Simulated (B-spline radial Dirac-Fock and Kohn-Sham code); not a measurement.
**Ionisation energies of lutetium ions, computed and tabulated**

These are calculated numbers from an atomic code on a B-spline grid; the model is ΔSCF Dirac-Fock with Breit, self-energy and vacuum polarisation, finite nucleus, configuration average. Each value is the difference of the configuration-average energies of two neighbouring ions in their tabulated ground configurations. Correlation and solid-state effects are left out. NIST's values refer to the lowest levels; many for high charge states are themselves semi-empirical or theoretical. Where a p, d or f shell is open in either ion the computed value averages over both j values and all terms, while the table refers to the lowest levels; that difference holds spin-orbit splitting (largest in heavy or highly charged ions), term energies where several electrons share open shells, and correlation, and it can reach 10 % or more.

| ion | configuration | computed (eV) | NIST (eV) | kind | NIST − computed (eV) |
| --- | --- | --- | --- | --- | --- |
| Lu⁵³⁺ | [Ne] 3s2 3p6 | 5263.2 | 5168 ± 5 | theoretical | -95.21 |
| Lu⁵⁴⁺ | [Ne] 3s2 3p5 | 5382.6 | 5282 ± 5 | theoretical | -100.65 |
| Lu⁵⁵⁺ | [Ne] 3s2 3p4 | 5503.0 | 5408 ± 5 | theoretical | -95.03 |
| Lu⁵⁶⁺ | [Ne] 3s2 3p3 | 5624.4 | 5525 ± 5 | theoretical | -99.35 |
| Lu⁵⁷⁺ | [Ne] 3s2 3p2 | 5746.6 | 5937 ± 6 | theoretical | +190.38 |
| Lu⁵⁸⁺ | [Ne] 3s2 3p1 | 5869.8 | 6070 ± 6 | theoretical | +200.18 |
| Lu⁵⁹⁺ | [Ne] 3s2 | 6325.8 | 6326 ± 7 | theoretical | +0.17 |
| Lu⁶⁰⁺ | [Ne] 3s1 | 6452.5 | 6452 ± 10 | theoretical | -0.47 |
| Lu⁶¹⁺ | [He] 2s2 2p6 | 14610.2 | 14228 ± 12 | theoretical | -382.17 |
| Lu⁶²⁺ | [He] 2s2 2p5 | 14943.0 | 14542 ± 15 | theoretical | -401.00 |
| Lu⁶³⁺ | [He] 2s2 2p4 | 15279.1 | 14890 ± 19 | theoretical | -389.14 |
| Lu⁶⁴⁺ | [He] 2s2 2p3 | 15618.6 | 15211 ± 24 | theoretical | -407.58 |
| Lu⁶⁵⁺ | [He] 2s2 2p2 | 15961.4 | 16730 ± 30 | theoretical | +768.65 |
| Lu⁶⁶⁺ | [He] 2s2 2p1 | 16307.4 | 17120 ± 40 | theoretical | +812.56 |
| Lu⁶⁹⁺ | 1s2 | 72318.6 | 72322.87 ± 0.15 | theoretical | +4.25 |
| Lu⁷⁰⁺ | 1s1 | 73804.2 | 73804.35 ± 0.24 | theoretical | +0.19 |
